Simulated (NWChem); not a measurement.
System: C$_{5}$H$_{8}$; SMILES C[C@@H]1C=CC1

Excerpt of the output:

```
             Northwest Computational Chemistry Package (NWChem) 7.3.0
             --------------------------------------------------------

 C1  symmetry detected

                             Geometry "geometry" -> ""
                             -------------------------

 Output coordinates in angstroms (scale by  1.889725989 to convert to a.u.)

  No.       Tag          Charge          X              Y              Z
 ---- ---------------- ---------- -------------- -------------- --------------
    1 C                    6.0000     0.04753336     1.77501392    -0.28443065
    2 C                    6.0000     0.02474415     0.46159627     0.47441875
    3 C                    6.0000     1.03529966    -0.59847709     0.08725878
    4 C                    6.0000     0.10510640    -1.49736840    -0.26579408
    5 C                    6.0000    -1.05477612    -0.58702154     0.05141276
    6 H                    1.0000    -0.83257900     2.39159551    -0.04111361
    7 H                    1.0000     0.05201382     1.60117328    -1.37264945
    8 H                    1.0000     0.94518603     2.36346033    -0.03585127
    9 H                    1.0000     0.00462379     0.65645932     1.56236206
   10 H                    1.0000     2.12959704    -0.61012811     0.10316897
   11 H                    1.0000     0.15363091    -2.52444310    -0.63946657
   12 H                    1.0000    -1.67010294    -0.27878342    -0.81116708
   13 H                    1.0000    -1.72981436    -0.92179274     0.85752353

 Effective nuclear repulsion energy (a.u.)     168.6295616981

  pbe96 is a nonlocal functional; adding pw91lda local functional.

                                 NWChem DFT Module
                                 -----------------

 Summary of "ao basis" -> "ao basis" (spherical)
 ------------------------------------------------------------------------------
       Tag                 Description            Shells   Functions and Types
 ---------------- ------------------------------  ------  ---------------------
 C                           6-31g*                  6       14   3s2p1d
 H                           6-31g*                  2        2   2s

            General Information
            -------------------
          SCF calculation type: DFT
          Wavefunction type:  closed shell.
          No. of atoms     :    13
          No. of electrons :    38
           Alpha electrons :    19
            Beta electrons :    19
          Charge           :     0
          Spin multiplicity:     1
          Use of symmetry is: off; symmetry adaption is: off
          Maximum number of iterations: 150
          AO basis - number of functions:    86
                     number of shells:    46
          Convergence on energy requested:  1.00D-06
          Convergence on density requested:  1.00D-05
          Convergence on gradient requested:  5.00D-04

              XC Information
              --------------
                     Hartree-Fock (Exact) Exchange  1.000
                     LC-wPBE(h)Exchange Functional  1.000
            Perdew 1991 LDA Correlation Functional  1.000 local
           PerdewBurkeErnz. Correlation Functional  1.000 non-local

           Range-Separation Parameters
           ---------------------------
           Alpha           :  0.00
           Beta            :  1.00
           Gamma           :  0.20
           Short-Range HF  :     F

             Grid Information
             ----------------
          Grid used for XC integration:  medium
          Radial quadrature: Mura-Knowles
          Angular quadrature: Lebedev.
          Tag              B.-S. Rad. Rad. Pts. Rad. Cut. Ang. Pts.
          ---              ---------- --------- --------- ---------
          C                   0.70       49          11.0       434
          H                   0.35       45          12.0       434
          Grid pruning is: on
          Number of quadrature shells:   605
          Spatial weights used:  Erf1

      Superposition of Atomic Density Guess
      -------------------------------------

 Sum of atomic energies:        -192.28713105

      Non-variational initial energy
      ------------------------------

 Total energy =    -195.826155
 1-e energy   =    -590.599387
 2-e energy   =     226.143670
 HOMO         =      -0.278791
 LUMO         =       0.034237

   convergence    iter        energy       DeltaE   RMS-Dens  Diis-err
 ---------------- ----- ----------------- --------- --------- ---------
 d= 0,ls=0.0,diis     1   -195.0248102656 -3.64D+02  6.20D-03  3.97D-01
 d= 0,ls=0.0,diis     2   -195.0676152946 -4.28D-02  1.18D-03  7.67D-03
 d= 0,ls=0.0,diis     3   -195.0683988099 -7.84D-04  4.68D-04  3.74D-03
 d= 0,ls=0.0,diis     4   -195.0688239483 -4.25D-04  1.59D-04  2.32D-04
 d= 0,ls=0.0,diis     5   -195.0688499654 -2.60D-05  5.53D-05  3.53D-05
  Resetting Diis
 d= 0,ls=0.0,diis     6   -195.0688540256 -4.06D-06  1.87D-05  3.70D-06
 d= 0,ls=0.0,diis     7   -195.0688544914 -4.66D-07  6.23D-06  1.01D-07

         Total DFT energy =     -195.068854491359
      One electron energy =     -595.358218864348
           Coulomb energy =      261.552632898769
    Exchange-Corr. energy =      -29.892830223867
 Nuclear repulsion energy =      168.629561698086

 Numeric. integr. density =       38.000001692365

                       DFT Final Molecular Orbital Analysis
                       ------------------------------------

 Vector   17  Occ=2.000000D+00  E=-3.642444D-01
              MO Center= -1.3D-01,  1.5D-01,  1.3D-01, r^2= 3.0D+00
   Bfn.  Coefficient  Atom+Function         Bfn.  Coefficient  Atom+Function
  ----- ------------  ---------------      ----- ------------  ---------------
    17      0.303046   2 C  px               60     -0.248509   5 C  py
    59     -0.243864   5 C  px               31     -0.186800   3 C  px
    18      0.161814   2 C  py               76     -0.156881   8 H  s
     3     -0.153219   1 C  px               21      0.152551   2 C  px
    75     -0.145220   8 H  s                80     -0.144424  10 H  s

 Vector   18  Occ=2.000000D+00  E=-3.583830D-01
              MO Center=  6.8D-02, -1.9D-01,  8.0D-02, r^2= 3.2D+00
   Bfn.  Coefficient  Atom+Function         Bfn.  Coefficient  Atom+Function
  ----- ------------  ---------------      ----- ------------  ---------------
    18      0.238390   2 C  py               32     -0.225362   3 C  py
    46      0.204827   4 C  py               82     -0.190231  11 H  s
    31      0.170979   3 C  px               60     -0.171287   5 C  py
    59      0.166605   5 C  px               17     -0.157796   2 C  px
     4     -0.157001   1 C  py               19      0.147010   2 C  pz

 Vector   19  Occ=2.000000D+00  E=-3.062398D-01
              MO Center=  3.5D-01, -8.2D-01, -2.7D-02, r^2= 2.2D+00
   Bfn.  Coefficient  Atom+Function         Bfn.  Coefficient  Atom+Function
  ----- ------------  ---------------      ----- ------------  ---------------
    47      0.359145   4 C  pz               33      0.356168   3 C  pz
    51      0.257997   4 C  pz               37      0.250474   3 C  pz
    32     -0.141727   3 C  py               46     -0.133099   4 C  py
    86     -0.123571  13 H  s                78     -0.119942   9 H  s
     6      0.109202   1 C  s                84      0.107412  12 H  s

 Vector   20  Occ=0.000000D+00  E= 8.466041D-02
              MO Center=  4.4D-01, -9.0D-01, -6.6D-02, r^2= 2.5D+00
   Bfn.  Coefficient  Atom+Function         Bfn.  Coefficient  Atom+Function
  ----- ------------  ---------------      ----- ------------  ---------------
    51     -0.543069   4 C  pz               37      0.529578   3 C  pz
    47     -0.402866   4 C  pz               33      0.393720   3 C  pz
     6      0.310666   1 C  s                36     -0.232600   3 C  py
    72     -0.215984   6 H  s                84     -0.214059  12 H  s
    50      0.204168   4 C  py               78     -0.183769   9 H  s

 Vector   21  Occ=0.000000D+00  E= 1.757109D-01
              MO Center= -3.5D-01,  7.6D-01,  3.7D-01, r^2= 5.7D+00
   Bfn.  Coefficient  Atom+Function         Bfn.  Coefficient  Atom+Function
  ----- ------------  ---------------      ----- ------------  ---------------
     6      1.274714   1 C  s                20      1.209656   2 C  s
    62      0.899652   5 C  s                78     -0.860158   9 H  s
    76     -0.840029   8 H  s                86     -0.832340  13 H  s
    72     -0.630473   6 H  s                74     -0.543105   7 H  s
    84     -0.471822  12 H  s                 8      0.446501   1 C  py

 Vector   22  Occ=0.000000D+00  E= 1.996496D-01
              MO Center=  8.9D-02, -8.2D-01, -1.4D-02, r^2= 6.2D+00
   Bfn.  Coefficient  Atom+Function         Bfn.  Coefficient  Atom+Function
  ----- ------------  ---------------      ----- ------------  ---------------
    48      1.228072   4 C  s                82     -1.098822  11 H  s
     6     -0.836407   1 C  s                34      0.809494   3 C  s
    80     -0.720944  10 H  s                86     -0.681267  13 H  s
    62      0.599928   5 C  s                78     -0.588773   9 H  s
    22      0.434559   2 C  py               72      0.436303   6 H  s

     Multipole analysis of the density
     ---------------------------------

     L   x y z        total         alpha         beta         nuclear
     -   - - -        -----         -----         ----         -------
     0   0 0 0     -0.000000    -19.000000    -19.000000     38.000000

     1   1 0 0     -0.029284     -0.014642     -0.014642     -0.000000
     1   0 1 0      0.052769      0.026385      0.026385      0.000000
     1   0 0 1      0.028839      0.014419      0.014419     -0.000000

[...]
```

Level: LC-wPBE (HJS exchange hole, range parameter 0.2 per bohr)/6-31G* (spherical d), vertical spin-unrestricted ions. All runs use the structure optimised with PBE0/def2-SVP. No frequency run checked for a minimum.

**Question.** Write an input that gives this output.

**Answer.** One answer among several that fit: the input that was run:
```
start job
memory heap 200 mb stack 900 mb global 1100 mb
geometry units angstroms noautoz
  C      0.042529     1.771850    -0.288664
  C      0.021779     0.459546     0.472168
  C      1.038319    -0.597006     0.091097
  C      0.113340    -1.500237    -0.264570
  C     -1.051610    -0.594129     0.046137
  H     -0.841138     2.385220    -0.050161
  H      0.052460     1.596317    -1.376575
  H      0.936687     2.364342    -0.037117
  H     -0.003876     0.656037     1.559702
  H      2.132575    -0.604170     0.111788
  H      0.167673    -2.527692    -0.636393
  H     -1.664421    -0.289760    -0.819602
  H     -1.728787    -0.930381     0.849834
end
basis spherical
  * library 6-31g*
end
dft
  xc xwpbe 1.00 cpbe96 1.0 hfexch 1.00
  cam 0.2 cam_alpha 0.0 cam_beta 1.0
  iterations 150
  vectors input atomic output neutral.movecs
end
task dft energy
charge 1
dft
  odft
  mult 2
  vectors input atomic output cation.movecs
end
task dft energy
```
